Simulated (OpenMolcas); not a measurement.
# Ru4+: moving or changing the point charges

Ru4+ among 6 point charges of -1.7 e arranged as an octahedron (Oh), 1.82 Å from the ion.
```
   1.8200    0.0000    0.0000  -1.70
   0.0000    1.8200    0.0000  -1.70
  -1.8200    0.0000    0.0000  -1.70
   0.0000   -1.8200    0.0000  -1.70
   0.0000    0.0000    1.8200  -1.70
   0.0000    0.0000   -1.8200  -1.70
```

| Item | Value |
| --- | --- |
| Program | OpenMolcas 26.06 |
| Method | CASSCF |
| Basis | ANO-RCC-VDZP [6s5p3d1f] |
| Scalar Hamiltonian | DKH2, point nucleus |
| Active space | 4 electrons in 5 orbitals (4d) |
| State averaging | 2S+1 = 5 even, 5 roots; 2S+1 = 3 even, 45 roots; 2S+1 = 1 even, 50 roots |
| Spin-orbit coupling | RASSI with atomic mean-field integrals over the reference wave functions |

Runs around this geometry, states (labels of O, the rotations of Oh). Energies in cm-1 above the lowest state or level, χT in cm3 K/mol; 10Dq and B are least-squares fits to the states below 45000 cm-1, weighted by degeneracy, with a free offset, and given where the rms deviation is under 5 % of |10Dq| (or 100 cm-1) and under 700 cm-1.

```tsv
R (Å)	q (e)	Ground state	First state of that spin	10Dq	B (rms of fit)	First gap with spin-orbit (degeneracies)	χT at 300 K	First state of another spin
1.82	-1.36	5E	5T2 8268	8671	947 (146)	234.8 (1, 3)	2.088	3T1 13546
1.74	-1.7	5E	5T2 12780	13352	933 (259)	242.4 (1, 3)	2.268	3T1 9174
1.82	-1.7	5E	5T2 10345	10807	950 (180)	228.3 (1, 3)	2.215	3T1 11556
```

Taking |10Dq| as R^-n, n = -ln(10807 / 13352) / ln(1.82 / 1.74) = 4.7 between the shortest and longest distance. The point-charge formula for a cubic d site gives n = 5.

Scaling the charges by -1.36 / -1.7 = 0.80 scales |10Dq| by 8671 / 10807 = 0.80; with fixed orbitals a first-order splitting would follow the charge.

An orbital doublet at a regular site is open to a Jahn-Teller distortion, which this geometry leaves out. Without dynamic correlation the repulsion within the d shell is too large (B by tens of per cent), so at a given field states of lower spin stand too high. This shell can be high or low spin here, a state of another spin lies low, and with metal d orbitals alone active their balance is uncertain, so the ground spin may be wrong. Point charges give a weaker field than real ligands, and real ions of this kind are as a rule low spin; the high spin found here belongs to the model. This field is weak: 10Dq is about 8671 cm-1, while octahedral complexes of 4d ions of charge 3 and more, computed by the same method with explicit ligands, had a median near 25000 cm-1. Ground spin and moment need not be those of a real site (figures for R = 1.82, q = -1.36; the like holds for R = 1.74, q = -1.7, R = 1.82, q = -1.7). This is an electrostatic model: the charges have no orbitals. No measured value stands beside these numbers.
